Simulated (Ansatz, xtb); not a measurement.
# Relative energy of two isomers of C5H6OS

Structure X: `Cc1ccc(O)s1`, a singlet. Structure Y: `Cc1cscc1O`, a singlet. Both are isolated molecules in the gas phase, relaxed with B3LYP/def2-SVP; the shapes shown needn't be the lowest conformers.

X (Å):

```xyz
13

C    -2.8247    0.0787    2.4674
C    -1.5568    0.5252    1.8070
C    -0.5769    1.3572    2.2795
C     0.5124    1.5763    1.3748
C     0.3500    0.8962    0.1983
O     1.2090    0.9038   -0.8460
S    -1.1450   -0.0239    0.1862
H    -2.8901    0.5234    3.4719
H    -3.7223    0.3892    1.9052
H    -2.8739   -1.0177    2.5832
H    -0.6322    1.8131    3.2705
H     1.3793    2.2055    1.5762
H     0.8765    0.3532   -1.5661
```

Y (Å):

```yaml
atoms:
  - { symbol: C, position_ang: [-1.2991, 0.4326, -0.1862] }
  - { symbol: C, position_ang: [-0.6893, 0.8617, 1.1190] }
  - { symbol: C, position_ang: [0.4542, 1.6089, 1.2669] }
  - { symbol: C, position_ang: [-0.5423, 1.0156, 3.4634] }
  - { symbol: C, position_ang: [-1.2589, 0.5231, 2.4001] }
  - { symbol: O, position_ang: [-2.3929, -0.2104, 2.5598] }
  - { symbol: S, position_ang: [0.8442, 1.9038, 2.9243] }
  - { symbol: H, position_ang: [-0.7094, 0.7950, -1.0402] }
  - { symbol: H, position_ang: [-1.3538, -0.6680, -0.2720] }
  - { symbol: H, position_ang: [-2.3250, 0.8251, -0.3090] }
  - { symbol: H, position_ang: [1.0906, 2.0031, 0.4755] }
  - { symbol: H, position_ang: [-0.7674, 0.8955, 4.5207] }
  - { symbol: H, position_ang: [-2.7404, -0.4573, 1.6938] }
```

Quicker runs give these differences E(Y) − E(X): GFN2-xTB −3.3 kJ/mol; HF/STO-3G −2.7 kJ/mol (at GFN2-xTB geometries); r2SCAN-D4/def2-SVP −10.4 kJ/mol (at GFN2-xTB geometries).

Estimate E(Y) − E(X) at the level CCSD(T)/def2-SVP + ΔMP2/def2-TZVPP.

Calculated at CCSD(T)/def2-SVP + ΔMP2/def2-TZVPP: E(Y) − E(X) = −15.9 kJ/mol, so structure Y lies lower.

How the difference moves with the method:

| level | geometry | E(Y) − E(X) (kJ/mol) | departure from the last row (kJ/mol) | job, with rough time for the two |
| --- | --- | --- | --- | --- |
| GFN2-xTB | GFN2-xTB | −3.3 | +12.6 | optimisation, 0.1 s |
| HF/STO-3G | GFN2-xTB | −2.7 | +13.2 | single point, 0.44 s |
| r2SCAN-D4/def2-SVP | GFN2-xTB | −10.4 | +5.4 | single point, 5 s |
| B3LYP/def2-SVP | B3LYP/def2-SVP | −9.9 | +6.0 | optimisation, 37 s |
| HF/def2-SVP | B3LYP/def2-SVP | −9.4 | +6.5 | part of the CCSD(T) run |
| MP2/def2-SVP | B3LYP/def2-SVP | −12.5 | +3.4 | part of the CCSD(T) run |
| CCSD(T)/def2-SVP | B3LYP/def2-SVP | −11.6 | +4.3 | single point |
| CCSD(T)/def2-SVP + ΔMP2/def2-TZVPP | B3LYP/def2-SVP | −15.9 |  | single point, 77 s |

As drawn, both hold the same kinds of bond in the same numbers.

None of the levels shown reverses the order. The largest departure from CCSD(T)/def2-SVP + ΔMP2/def2-TZVPP is that of HF/STO-3G, 13.2 kJ/mol. The last row adds to CCSD(T) the change of the MP2 difference between the two basis sets, here −4.3 kJ/mol.

With thermal terms from frequencies at re-optimised GFN2-xTB minima (ideal gas, soft modes damped towards free rotors, one conformer each, 298.15 K, 1 atm): the zero-point term adds +0.8 kJ/mol; ΔH is −15.8 and ΔG −13.8 kJ/mol.

The correlated steps freeze 11 core orbitals. Codes used: Ansatz 0.2.0, xtb 6.7.1; the last row on 2 threads of Arm Neoverse V2 on a shared host.
